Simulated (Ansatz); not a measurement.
This Ansatz (a program for electronic structure) input (CCSD(T)/aug-pcseg-3) gives -460.35784 Eh with 138 basis functions.

Ansatz 0.2 input:
```yaml
crystal:
  periodic: [false, false, false]
  atoms:
    - {symbol: Cl, position_ang: [-1.40960085, -2.17316192, 1.42886081]}
    - {symbol: H, position_ang: [-0.33479585, -2.09863816, 2.12856191]}
basis:
  gaussian:
    orbitals: aug-pcseg-3
magnetization: {spin_polarized: false}
correlation: {method: ccsd_t, electrons: outside_noble_gas}
```

Change:
```diff
- orbitals: aug-pcseg-3
+ orbitals: def2-TZVPD
```

Task: What does the run give now?

Result: -460.32691 Eh (CCSD(T)/def2-TZVPD, 55 functions), a change of +30.93 mEh.
